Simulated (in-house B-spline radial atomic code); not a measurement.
A calculation on Cu IV (Cu3+) (an excited or competing configuration): its settings, and results tabulated from the run. Level of theory: non-relativistic B97-1, spin-polarised, spherical fractional occupations, exact exchange averaged over the configuration, point nucleus; calculated with a B-spline radial code for spherical atoms.

Command:
```bash
python run_scf.py task.json out
```
Settings:
```
Z                29
configuration    [Ne] 3s2 3p5 3d8 4p1
hamiltonian      nr
method           b97_1
spin_polarised   True
exact_exchange   averaged over the configuration
```

Output (hartree, bohr):
```
 radial grid: 49 intervals, B-splines of order 8, outer radius 28.1081 bohr

 iter        energy (Eh)    residual
    1       -1617.634994    6.25e-01
    2       -1624.884144    7.28e-01
    3       -1634.118807    1.41e-01
    4       -1634.548029    2.16e-02
    5       -1634.561082    8.21e-03
    6       -1634.561827    6.44e-03
    7       -1634.562748    2.63e-04
    8       -1634.562750    2.97e-05
    9       -1634.562750    2.31e-06
   10       -1634.562750    1.44e-07

 total energy                     -1634.56275
 kinetic                            1633.3827
 electron-nucleus                  -3859.4534
 Hartree                             656.3408
 exact exchange                      -13.0597
 exchange-correlation                -51.7731

 orbital      occ     eigenvalue          <r>       <r^2>       <1/r>       r_max
 1s up      1.000      -325.3057    0.0529001  0.00375032     28.5105     0.03489
 1s down    1.000      -325.2776    0.0528959   0.0037497     28.5123     0.03489
 2s up      1.000       -41.0766      0.23854   0.0670708     6.19722      0.1997
 2s down    1.000       -40.9908     0.238193   0.0668517     6.20511      0.1996
 2p up      3.000       -36.2685     0.207821   0.0529225     6.15468      0.1595
 2p down    3.000       -36.1813     0.207588   0.0527826     6.15911      0.1595
 3s up      1.000        -6.4831     0.706684    0.574571     2.00111      0.6174
 3s down    1.000        -6.2592     0.710474    0.581106     1.98679      0.6186
 3p up      3.000        -4.9582      0.72724    0.619803     1.88539      0.6165
 3p down    2.000        -4.7560     0.733021     0.63052      1.8698      0.6184
 3d up      5.000        -2.3629     0.797191    0.791899     1.60584      0.5744
 3d down    3.000        -2.1944     0.817032    0.836743      1.5785      0.5796
 4p up      1.000        -1.1097      2.28365     5.90759    0.569683       2.016
```

Cost of the run: 0.29 s on 1 thread of Arm Neoverse N1, with other jobs on the host.
